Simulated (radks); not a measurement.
Results of a calculation; reference values are marked as such.
These are the eigenvalues of the occupied orbitals of an atom or ion with whole-number occupations (hartree). Level of theory: Dirac Kohn-Sham, BLYP, spin-unpolarised, spherical densities, finite nucleus; Fermi nuclear charge, rms radius of each element as measured or else 0.836 A^(1/3) + 0.57 fm (a radial shooting solver on a logarithmic mesh with Libxc functionals).

orbital  eigenvalue
1s1/2     -1776.500
2s1/2     -292.2818
2p1/2     -277.3648
2p3/2     -253.5431
3s1/2     -64.97608
3p1/2     -58.52737
3p3/2     -53.67319
3d3/2     -42.49951
3d5/2     -41.44335
4s1/2     -13.56533
4p1/2     -11.07261
4p3/2      -9.99625
4d3/2      -5.88832
4d5/2      -5.69450
5s1/2      -2.35445
5p1/2      -1.66287
5p3/2      -1.50977
4f5/2      -0.90208
6s1/2      -0.58979

Which element is it, and in what charge state? The configuration may be excited.

Answer. Z = 63, europium, charge +2: Eu2+ in [Xe] 4f(5/2: 6, 7/2: 0) 6s1. The list shows which subshells hold electrons but not how many an open one holds; the 1s level, -1776.5 hartree, gives Z - s = 59.6 by -(Z - s)^2/2, which with screening and relativity narrows Z to a few neighbours, and the depths of the outer levels then fix element, charge and occupations together.
